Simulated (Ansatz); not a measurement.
Molecule: bis(disilanyl)silane, Si₅H₁₂, net charge 0, singlet state. SMILES: [SiH3][SiH2][SiH2][SiH2][SiH3]
Structure (B3LYP-D3(BJ)/def2-TZVP (Ansatz, a first-principles code) minimum search):
```
Si
H 1 1.4858
H 1 1.4860 2 107.99
Si 1 2.3439 2 111.07 3 119.81
H 4 1.4857 1 109.00 2 54.92
H 4 1.4859 5 108.18 1 120.74
Si 1 2.3440 2 109.69 3 -118.24
H 7 1.4857 1 108.69 2 175.90
H 7 1.4860 8 107.79 1 -118.32
Si 7 2.3434 8 109.85 9 -119.74
H 10 1.4832 7 109.63 8 179.36
H 10 1.4832 11 108.56 7 -119.68
H 10 1.4835 11 108.73 12 -118.12
Si 4 2.3440 5 109.23 6 119.89
H 14 1.4828 4 109.51 5 55.48
H 14 1.4833 15 108.77 8 178.68
H 14 1.4835 15 108.46 16 118.08
```

Quantity: atomisation energy (electronic, to ground-state atoms), in kJ/mol. Correlated levels leave the core frozen unless marked. UHF or UKS for open shells. Spin-orbit coupling is left out. Non-relativistic. The coupled-cluster limit lacks core correlation, which all-electron functionals hold. CBS(X,Y): correlation extrapolated as X^-3; Hartree-Fock from the larger set.

| level | program | atomisation energy (kJ/mol) |
|---|---|---|
| PBE-D3(BJ)/def2-TZVPD | Ansatz + dftd3 | 4832.3 |
| B3LYP-D3(BJ)/def2-TZVPD | Ansatz + dftd3 | 4914.7 |
| wB97M-V/def2-TZVPD | Ansatz | 4890.7 |
| SCS-MP2/aug-cc-pV(D+d)Z | Ansatz | 4571.6 |

Question: What does CCSD(T)/CBS(cc-pV(T+d)Z,cc-pV(Q+d)Z) (Ansatz) give?

Answer: 4924.8 kJ/mol
